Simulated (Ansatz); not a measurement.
`BC[O][GaH2]` at its PBE0-D4/def2-TZVP geometry, where that method's forces vanish. Total charge 0; spin multiplicity 1.

```xyz
10

B    -1.1610    0.1763   -0.9413
C    -0.2879   -0.9312   -0.3078
O     0.3505   -0.6965    0.9236
Ga    1.3202    0.7711    1.2344
H    -1.3654    1.2175   -0.3814
H    -1.6793   -0.0353   -1.9998
H    -0.9932   -1.7776   -0.1774
H     0.4161   -1.3269   -1.0611
H     1.5694    1.7169    0.0122
H     1.8306    0.8856    2.6986
```

(1) What forces (eV/Å) does ωB97M-V/def2-TZVPP give on these atoms in the Gaussian-basis code of Ansatz? (Estimate.)

Results:

(1) Ansatz gave: 
```
B1  -0.108  0.122 -0.063
C2  -0.100 -0.204 -0.289
O3   0.078  0.047  0.210
Ga4  0.099  0.118  0.050
H5   0.032 -0.134 -0.064
H6   0.074  0.027  0.144
H7   0.052  0.073 -0.017
H8  -0.057  0.039  0.065
H9  -0.026 -0.084  0.103
H10 -0.045 -0.004 -0.138
```
